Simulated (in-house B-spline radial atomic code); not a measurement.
Values are calculated unless marked as measured or tabulated.
**Two electrons in InAs: a spherical dot of radius 37.6 nm with hard walls with an ionised donor at its centre**

For InAs the NSM archive of the Ioffe Institute lists m* = 0.023 m0 and ε = 15.15. Real donors also feel a central-cell potential, which shifts the ground state. In so narrow a gap the band flattens within tens of meV, so real spacings are smaller, by up to some tenths.

Effective-mass model with parabolic bands, a uniform dielectric constant, no image charges, no central-cell or spin-orbit terms. Two-electron levels come from full CI in B-splines with partial waves to l = 5 (up to 0.001 effective hartree above the limit).

**Question.** What are the effective units, and what is the potential in them?

**Answer.** Ha* = 27211.386 meV × 0.023/15.15² = 2.727 meV and a* = 0.0529177 nm × 15.15/0.023 = 34.86 nm. The radius is R = 1.08 a*, with −1/r added.

In these units the lowest s and p orbitals lie at 1.8493 and 6.9199, and their Coulomb and exchange integrals are J_ss = 1.7796, J_sp = 1.5507 and K_sp = 0.3251. Full CI gives 5.4102 for the ground singlet, 9.9799 for the sp triplet, 10.5784 for the sp singlet and 17.2387 for the lowest triplet of two s orbitals.

**Question.** What does it cost to add the second electron, to first order and exactly?

**Answer.** To first order E = 2ε_s + J_ss = 5.4783, so the charging energy E(2) − 2E(1) is J_ss = 4.853 meV. CI gives 5.4102 − 2 × (1.8493) = 1.7116, or 4.667 meV: relaxation and correlation lower it by 0.1856 meV, 3.8 % of J_ss. The s² configuration of one-electron orbitals holds 99.5 % of the state, and the mean radius is 17.9 nm.

**Question.** How far above the singlet do the triplets lie?

**Answer.** To first order the sp triplet lies at ε_s + ε_p + J_sp − K_sp = 9.9948, which is 12.32 meV above 2ε_s + J_ss. CI gives 9.9799 − (5.4102) = 4.5697, or 12.46 meV, 90 % of the orbital spacing of 13.83 meV. The ss triplet lies 32.25 meV up, so the lower of the two is the sp one, and its gap equals k_BT at 145 K. The sp singlet-triplet splitting is 1.632 meV, against 2K_sp = 1.773 meV.
